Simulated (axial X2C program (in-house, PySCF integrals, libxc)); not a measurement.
**Spectroscopic constants of ZrTe**

All values were computed with an in-house relativistic program for diatomic molecules. Spin-free means the one-electron spin-free X2C Hamiltonian; two-component (2c) means X2C with spin–orbit coupling and atomic mean-field two-electron Coulomb and Gaunt terms, so the difference of the two also holds small scalar two-electron terms. Basis: Te dyall-cv3z [11s12p8d4f1g], Zr dyall-cv3z [11s12p9d6f3g] (cores contracted in-house); Gaussian nuclei, density fitting, unrestricted open shells. Masses: Te 129.906 u, Zr 89.905 u.

State, spin-free: M_S = 1, Λ = 2 (beyond evenly filled blocks: σα, δ+α); electrons by block: σα: 20, σβ: 19, π+α: 10, π+β: 10, π-α: 10, π-β: 10, δ+α: 4, δ+β: 3, δ-α: 3, δ-β: 3. Fragments: Te + Zr.

State, 2c: Ω = 1 (⟨Sz⟩ = -1.00, ⟨Lz⟩ = 2.00 at PBE0); electrons by block: 1/2: 29, -1/2: 30, 3/2: 14, -3/2: 13, 5/2: 3, -5/2: 3. Fragments: Te + Zr.

```json
{"Hamiltonian": "spin-free", "level": "PBE0", "Re (Å)": "2.533", "ωe (cm⁻¹)": "293.5", "ωexe (cm⁻¹)": "0.511", "Be (cm⁻¹)": "0.04944", "αe (cm⁻¹)": "0.000109", "De (eV)": "4.27", "μ (D)": "5.87"}
{"Hamiltonian": "spin-free", "level": "r2SCAN", "Re (Å)": "2.546", "ωe (cm⁻¹)": "286.7", "ωexe (cm⁻¹)": "0.542", "Be (cm⁻¹)": "0.04894", "αe (cm⁻¹)": "0.000113", "De (eV)": "n/a", "μ (D)": "5.80"}
{"Hamiltonian": "2c", "level": "PBE0", "Re (Å)": "2.536", "ωe (cm⁻¹)": "291.1", "ωexe (cm⁻¹)": "0.52", "Be (cm⁻¹)": "0.04932", "αe (cm⁻¹)": "0.000111", "De (eV)": "n/a", "μ (D)": "5.81"}
{"Hamiltonian": "2c", "level": "r2SCAN", "Re (Å)": "2.549", "ωe (cm⁻¹)": "284.8", "ωexe (cm⁻¹)": "0.548", "Be (cm⁻¹)": "0.04884", "αe (cm⁻¹)": "0.000114", "De (eV)": "n/a", "μ (D)": "5.76"}
```

Dipoles are positive if Zr is the positive end.

One determinant describes the state; a PBE0 search over occupations chose it and may have missed a lower one. De is counted from the lowest determinant-based energies of the atoms at the same level, without counterpoise correction. De is not given where an atomic determinant may have missed its ground term or J level, or where the truncated virtual space spoils (T). Density functionals use the spin component along the axis (collinear). PBE0 can misorder states that lie within some tenths of an eV, so this need not be the ground state of the molecule. The nearest other spin-free determinant of the search, M_S = 0, Λ = 0, lies 0.44 eV up at the distance of the search. Without a current term, density functionals place determinants with orbital angular momentum somewhat too high. With several unpaired electrons one determinant need not be a pure state. The determinant is spin-polarised beyond a pure state at some levels (its spin-free form has ⟨S²⟩ too high), which makes Re and μ there less reliable.

No reliable constants came from CCSD (2c), CCSD (spin-free), CCSD(T) (2c), CCSD(T) (spin-free), HF (2c), HF (spin-free), MP2 (2c), MP2 (spin-free): no minimum in range, unconverged points, a curve that is not smooth, a change of character along it, or the two Hamiltonians disagreeing along it.

Rough cost a point (2c) on 1 thread(s) of a shared host, integrals apart: PBE0 2.8 s, r2SCAN 1.8 s.

The whole task took 6.2 min on 1 thread of Arm Neoverse V1, with other jobs on the host.
